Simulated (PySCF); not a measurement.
An equivalent PySCF input for Si (silicon, neutral), [Ne] 3s2 3p2, high-spin 3P determinant, with scalar relativity by spin-free X2C-1e:

```python
from pyscf import gto, scf, dft, mp, cc
import basis_set_exchange as bse
mol = gto.M(atom="Si 0 0 0", charge=0, spin=2, symmetry="D2h",
            basis=gto.basis.parse(bse.get_basis("x2c-QZVPPall", elements=["Si"], fmt="nwchem")),
            nucmod="G")
mf = dft.UKS(mol, xc="PBE").sfx2c1e()
mf.irrep_nelec = {'Ag': (3, 3), 'B1u': (2, 1), 'B2u': (2, 1), 'B3u': (1, 1)}
mf.kernel()
```

It reaches the same state as the run whose output follows, with an energy that differs only through the grid. The run itself started from symmetry-adapted Hartree-Fock orbitals and held the occupation by maximum overlap, on a logarithmic radial grid, so the iterations belong to that start.

```
SCF conv_tol = 1e-09
number electrons alpha = 8  beta = 6
XC functionals = PBE
    J. P. Perdew, K. Burke, and M. Ernzerhof.,  Phys. Rev. Lett. 77, 3865 (1996)
    J. P. Perdew, K. Burke, and M. Ernzerhof.,  Phys. Rev. Lett. 78, 1396 (1997)
    J. P. Perdew, K. Burke, and M. Ernzerhof.,  Phys. Rev. Lett. 77, 3865 (1996)
    J. P. Perdew, K. Burke, and M. Ernzerhof.,  Phys. Rev. Lett. 78, 1396 (1997)
cycle= 1 E= -289.845224493087  delta_E= -0.01  |g|= 0.0171  |ddm|= 0.148
cycle= 2 E= -289.84532889097  delta_E= -0.000104  |g|= 0.00625  |ddm|= 0.0268
cycle= 3 E= -289.845340393778  delta_E= -1.15e-05  |g|= 0.000603  |ddm|= 0.00749
cycle= 4 E= -289.845340841991  delta_E= -4.48e-07  |g|= 0.000307  |ddm|= 0.0012
cycle= 5 E= -289.845340878742  delta_E= -3.68e-08  |g|= 7.09e-05  |ddm|= 0.000469
cycle= 6 E= -289.845340881913  delta_E= -3.17e-09  |g|= 8.3e-07  |ddm|= 0.000119
cycle= 7 E= -289.845340881913  delta_E= -5.68e-14  |g|= 6.52e-08  |ddm|= 1.07e-06
converged SCF energy = -289.845340881913  <S^2> = 2.0040984  2S+1 = 3.002731
```
